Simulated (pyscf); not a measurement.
# [HN–SiH=NH]•, doublet

Gas-phase minimum from PySCF at ωB97X-D3(BJ)/def2-SVP, one conformer. [HN–SiH=NH]• lies 31.6 kcal/mol over its isomer [HN=Si–NH₂]• (electronic energy, ωB97M-D3(BJ)). 

```xyz
6

N     -0.0632    -0.7510    -0.8501
Si     1.3098    -0.3417    -0.0045
N      1.4808     0.2067     1.5569
H     -0.9552    -0.6586    -0.3553
H      2.5679    -0.4881    -0.7529
H      0.6221     0.3195     2.1038
```
Charge 0, spin multiplicity 2.

Bond lengths (Å): N1–Si2 1.664, N1–H4 1.024, Si2–N3 1.664, Si2–H5 1.471, N3–H6 1.024. Bond angles (°): Si2–N1–H4 116.8, N1–Si2–N3 130.0, N1–Si2–H5 115.0, N3–Si2–H5 115.0, Si2–N3–H6 116.8.

Properties at ωB97X-D3(BJ)/def2-SVP:

```yaml
harmonic_wavenumbers_unscaled: 303, 356, 433, 581, 635, 692, 758, 922, 935, 2368, 3569, 3570 cm⁻¹
zero_point_energy: 21.6 kcal/mol
rotational_symmetry_number: 2
Entropy of this conformer at 298 K and 1 atm, rigid rotor and harmonic oscillator, modes under 100 cm⁻¹ raised to 100: 276.3 J/(mol K)
dipole_moment: 1.55 D
Spin expectation value S2: 0.839
```

Single-point totals, which compare only within one level (frozen core for MP2 and CC):

```
level                   total energy (hartree)
----------------------  ----------------------
ωB97X-D3(BJ)/def2-TZVP              -400.82631
PBE/def2-TZVP                       -400.50738
r²SCAN/def2-TZVP                    -400.69972
B3LYP-D3(BJ)/def2-TZVP              -400.81457
PBE0-D3(BJ)/def2-TZVP               -400.53208
M06-2X/def2-TZVP                    -400.70533
ωB97M-D3(BJ)/def2-TZVP              -400.84848
UHF/def2-TZVPP                      -399.57733
MP2/def2-TZVPP                      -400.05332
CCSD/def2-TZVPP                     -400.09723
CCSD(T)/def2-TZVPP                  -400.12145
```

The CCSD(T) − MP2 part came from Ansatz, without density fitting, on the same reference. A UHF reference is spin-contaminated (<S²> up to 1.10), which harms MP2 most.
